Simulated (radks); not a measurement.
Initial-state core-level shifts of the niobium ion Nb+ when its valence configuration changes from [Kr] 4d4. All-electron calculation, Dirac Kohn-Sham, PBE, spin-unpolarised, spherical densities, point nucleus; open shells fill j = l - 1/2 first. Program: a radial shooting solver on a logarithmic mesh with Libxc functionals. Shifts are changes of the shell-averaged eigenvalues in eV (positive: less bound).

valence               2s       3d       4s       4p
4d2 5s2           -7.219   -7.097   -6.443   -6.064
4d3 5p1           -4.438   -4.406   -4.159   -3.980
4d3 5s1           -3.323   -3.281   -3.032   -2.863
4d3.5 5p0.5       -2.139   -2.128   -2.027   -1.945
4d2 5s1 5p1       -8.346   -8.231   -7.559   -7.163
4d3 5s0.5 5p0.5   -3.885   -3.848   -3.600   -3.426
5s2 5p2          -18.683  -18.251  -16.093  -15.133
4d2.5 5s0.5 5p1   -6.327   -6.259   -5.821   -5.538
4d2.5 5s1.5       -5.203   -5.127   -4.697   -4.428
